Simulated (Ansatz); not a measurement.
C3H8BN can be A, `BNC(=C)C`, or B, `BN(C)C=C`.

Isolated molecules relaxed with PBE0-D4/def2-TZVP in Ansatz; ΔE leaves out vibrations. CCSD(T)/CBS is the MP2 limit (def2-TZVPP, def2-QZVPP) plus CCSD(T) − MP2 in def2-TZVPP, frozen cores. DFT in def2-TZVPP. B3LYP here is the variant with VWN-RPA as its local correlation; programs differ in this. Each species was taken in one conformer, which may not be the lowest.

**Question.** Which is lower in electronic energy at CCSD(T)/CBS, and by how much? (Best estimate.)

**Answer.** The calculation gave: A, by 34.6 kJ/mol.

**Question.** Give E(B) − E(A) in kJ/mol with CCSD/def2-TZVPP, B3LYP-D4, ωB97M-V, HF/def2-TZVPP, r2SCAN-D4, B3LYP, B2PLYP. (An estimate is asked.)

**Answer.** Computed: CCSD/def2-TZVPP 34.1, B3LYP-D4 34.7, ωB97M-V 36.2, HF/def2-TZVPP 35.3, r2SCAN-D4 38.0, B3LYP 35.3, B2PLYP 34.6. None reverses the order clearly.

Largest T1 diagnostic: 0.013.
